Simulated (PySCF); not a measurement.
C$_{2}$H$_{6}$Al (SMILES [CH3][Al][CH3]), doublet, at a GFN2-xTB geometry (such geometries of metal compounds can be far from the true shape) (the spin is typed, not shown lowest). Base run: M062X/6-31G (PySCF).

Here is a job for PySCF.
```python
from pyscf import gto, scf, dft, solvent

mol = gto.M(
    atom='''
Al    0.32681103    0.17538728    0.42436993
C     1.17816663    0.09040025   -1.40360172
H     1.22899060   -0.93213525   -1.79640347
H     2.20650524    0.47286056   -1.39213459
H     0.63194794    0.68222746   -2.14779866
C    -1.57886108   -0.30563739    0.88327671
H    -1.82425636   -1.34230856    0.62366657
H    -2.30774237    0.32601711    0.36160559
H    -1.77982181   -0.19527326    1.95620546
''',
    basis='6-31g',
    spin=1,
    verbose=4,
)

mf = dft.UKS(mol)
mf.xc = 'm062x'
mf.kernel()
```

Variants of this job, named by their change:

```tsv
change	ΔE vs base (kcal/mol)	dipole (D)
base	0.000	0.43
model = COSMO; solvent = tetrahydrofuran	-1.52	0.44
model = IEF-PCM; solvent = tetrahydrofuran; vdw_scale = 1.4	-0.70	0.48
model = IEF-PCM; solvent = chloroform	-1.29	0.43
model = IEF-PCM; solvent = dichloromethane	-1.56	0.43
model = ddCOSMO; solvent = tetrahydrofuran	-0.92	0.46
model = C-PCM; solvent = tetrahydrofuran	-1.63	0.44
model = IEF-PCM; solvent = tetrahydrofuran; vdw_scale = 1.0	-4.11	0.30
model = SS(V)PE; solvent = tetrahydrofuran	-1.48	0.43
model = IEF-PCM; solvent = acetonitrile	-1.80	0.44
model = IEF-PCM; solvent = tetrahydrofuran; r_probe = 0.5	-0.516	0.48
model = IEF-PCM; solvent = tetrahydrofuran; lebedev_order = 11	-1.46	0.43
```

The base is the gas phase, so ΔE is the electrostatic part of solvation at a fixed geometry, without cavity and dispersion terms.

Open shells are given as the SCF converged; they aren't shown to be the lowest states, and a large step between rows can be another state.
